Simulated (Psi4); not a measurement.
C₂H₈F₂Si₂, singlet, geometry from GFN2-xTB; HF/def2-TZVPD (Psi4).

Here is a job for Psi4.
```
memory 2 GB

molecule {
0 1
Si    0.91775622    0.78454349   -0.34088283
F     2.26469574    1.49499850    0.16238756
F     1.50375455   -0.45035884   -1.17532381
C    -0.09220034    0.15656698    1.11283562
Si   -1.40879246   -1.15967845    0.68072157
C    -2.57304300   -0.45456793   -0.63977571
H     0.30610176    1.68635391   -1.28883720
H     0.58624834   -0.27078158    1.85251572
H    -0.57991454    0.99769567    1.60478150
H    -0.75871624   -2.37823443    0.18930784
H    -2.15733735   -1.46550582    1.90973375
H    -3.01722426    0.48527734   -0.32359088
H    -3.38450375   -1.14371198   -0.85206436
H    -2.04473892   -0.27295488   -1.57152198
}

set {
  basis def2-tzvpd
}

energy('scf')
print_variables()
```

Task: Predict the main parts of the log of this Psi4 run.

Result: 
```
   => Loading Basis Set <=

    Name: DEF2-TZVPD
    Role: ORBITAL
    Keyword: BASIS

         ---------------------------------------------------------
                                   SCF
               by Justin Turney, Rob Parrish, Andy Simmonett
                          and Daniel G. A. Smith
                              RHF Reference
         ---------------------------------------------------------

  ==> Geometry <==

    Molecular point group: c1
    Full point group: C1

    Geometry (in Angstrom), charge = 0, multiplicity = 1:

       Center              X                  Y                   Z               Mass
    ------------   -----------------  -----------------  -----------------  -----------------
         SI           0.800805187819     0.757601822124    -0.320824719428    27.976926534650
         F            2.147744707819     1.468056832124     0.182445670572    18.998403162730
         F            1.386803517819    -0.477300507876    -1.155265699428    18.998403162730
         C           -0.209151372181     0.129625312124     1.132893730572    12.000000000000
         SI          -1.525743492181    -1.186620117876     0.700779680572    27.976926534650
         C           -2.689994032181    -0.481509597876    -0.619717599428    12.000000000000
         H            0.189150727819     1.659412242124    -1.268779089428     1.007825032230
         H            0.469297307819    -0.297723247876     1.872573830572     1.007825032230
         H           -0.696865572181     0.970754002124     1.624839610572     1.007825032230
         H           -0.875667272181    -2.405176097876     0.209365950572     1.007825032230
         H           -2.274288382181    -1.492447487876     1.929791860572     1.007825032230
         H           -3.134175292181     0.458335672124    -0.303532769428     1.007825032230
         H           -3.501454782181    -1.170653647876    -0.832006249428     1.007825032230
         H           -2.161689952181    -0.299896547876    -1.551463869428     1.007825032230

  Running in c1 symmetry.

  Rotational constants: A =      0.13971  B =      0.03754  C =      0.03539 [cm^-1]
  Rotational constants: A =   4188.47308  B =   1125.33821  C =   1061.03803 [MHz]
  Nuclear repulsion =  384.915808911570764

  Charge       = 0
  Multiplicity = 1
  Electrons    = 66
  Nalpha       = 33
  Nbeta        = 33

  ==> Algorithm <==

  SCF Algorithm Type is DF.
  DIIS enabled.
  MOM disabled.
[...]

                           Total Energy        Delta E     RMS |[F,P]|

   @DF-RHF iter SAD:  -856.30432623923650   -8.56304e+02   0.00000e+00
   @DF-RHF iter   1:  -857.24968106305289   -9.45355e-01   2.06955e-03 ADIIS/DIIS
   @DF-RHF iter   2:  -857.40784639276251   -1.58165e-01   1.07494e-03 ADIIS/DIIS
   @DF-RHF iter   3:  -857.44786105203980   -4.00147e-02   1.68440e-04 ADIIS/DIIS
   @DF-RHF iter   4:  -857.45016851248943   -2.30746e-03   5.92328e-05 DIIS
   @DF-RHF iter   5:  -857.45043229592636   -2.63783e-04   1.43231e-05 DIIS
   @DF-RHF iter   6:  -857.45044953758099   -1.72417e-05   3.01900e-06 DIIS
   @DF-RHF iter   7:  -857.45045061819076   -1.08061e-06   6.00795e-07 DIIS
   @DF-RHF iter   8:  -857.45045065953309   -4.13423e-08   1.77498e-07 DIIS
  Energy and wave function converged.

  ==> Post-Iterations <==

    Orbital Energies [Eh]
    ---------------------

    Doubly Occupied:

[...]
    Virtual:

[...]
    Final Occupation by Irrep:
              A
    DOCC [    33 ]
    NA   [    33 ]
    NB   [    33 ]

  @DF-RHF Final Energy:  -857.45045065953309

   => Energetics <=

    Nuclear Repulsion Energy =            384.9158089115707639
    One-Electron Energy =               -1955.5565506113441643
    Two-Electron Energy =                 713.1902910402402540
    Total Energy =                       -857.4504506595330895

Computation Completed

Properties will be evaluated at   0.000000,   0.000000,   0.000000 [a0]

Properties computed using the SCF density matrix

 Multipole Moments:

 ------------------------------------------------------------------------------------
     Multipole            Electronic (a.u.)      Nuclear  (a.u.)        Total (a.u.)
 ------------------------------------------------------------------------------------

 L = 1.  Multiply by 2.5417464519 to convert [e a0] to [Debye]
 Dipole X            :         13.5066366          -14.5863573           -1.0797207
 Dipole Y            :          3.5294264           -3.3602166            0.1692098
 Dipole Z            :         -2.1929711            2.5016861            0.3087150
 Magnitude           :                                                    1.1356645

 ------------------------------------------------------------------------------------

  Variable Map:
  ----------------------------------------------------------------------------
[...]
  Array Variable Map:
  ----------------------------------------------------------------------------
[...]
[...]
```
